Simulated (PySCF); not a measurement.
# How methods differ on the ionisation energy of Nb²⁴⁺

Nb²⁴⁺ [Ne] 3s2 3p5 (2P) → Nb²⁵⁺ [Ne] 3s2 3p4 (3P), as a difference of total energies. Calculation: PySCF 2.14, in an even-tempered Gaussian basis (18 s from 2.7 bohr⁻², ratio 2.5; 12 p from 3.5 bohr⁻², ratio 2.5; 5 d from 18 bohr⁻², ratio 2.7; 4 f from 27 bohr⁻², ratio 2.7); scalar relativity by spin-free X2C-1e. Correlated levels: outer shells: 1s2 frozen; virtual orbitals above 40 to 60 times the deepest correlated orbital energy dropped. The calculations carry no spin-orbit coupling.

```json
{"method": "UHF", "ionisation energy (eV)": "1237.6"}
{"method": "MP2 (outer shells)", "ionisation energy (eV)": "1238.6"}
{"method": "SCS-MP2 (outer shells)", "ionisation energy (eV)": "1238.5"}
{"method": "CCSD (outer shells)", "ionisation energy (eV)": "1238.5"}
{"method": "CCSD(T) (outer shells)", "ionisation energy (eV)": "1238.5"}
```

Spin-orbit coupling is strong in these open shells (close to jj coupling). The scalar numbers leave it out and a first-order estimate fails, so it can dominate the gap to the real levels.

Breit and QED terms and the two-electron picture change are absent.

For comparison: 1230.6 ± 1.3 eV (semi-empirical (NIST evaluation); NIST Atomic Spectra Database, ionization energies).
